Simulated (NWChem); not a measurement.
Molecule: CH$_{4}$O$_{3}$Si; SMILES O[SiH]1OCO1

```xyz
9

O      0.4023    -1.9223     0.0000
Si    -0.4500    -0.5043     0.0000
O      0.0040     0.7048    -1.1169
C      0.2778     1.5653     0.0000
O      0.0040     0.7048     1.1169
H      1.3730    -1.8381     0.0000
H     -1.8680    -0.9493     0.0000
H     -0.4003     2.4502     0.0000
H      1.3407     1.9047     0.0000
```
Atoms are numbered in this order, from 1.

Program: NWChem. Coordinates come from a PBE-D3(BJ)/def2-SVP optimisation. Vzz is the largest principal value of the second derivative of the potential at the nucleus (NWChem prints the opposite sign); η is the asymmetry. Non-relativistic.

For level CAM-B3LYP/def2-TZVP:

```yaml
Vzz O1 (a.u.): 1.320
Vzz O5 (a.u.): 1.499
```

### Question
What are these values for level PBE/def2-TZVP?

### Answer
- Vzz O1 (a.u.): 1.285
- Vzz O5 (a.u.): 1.444
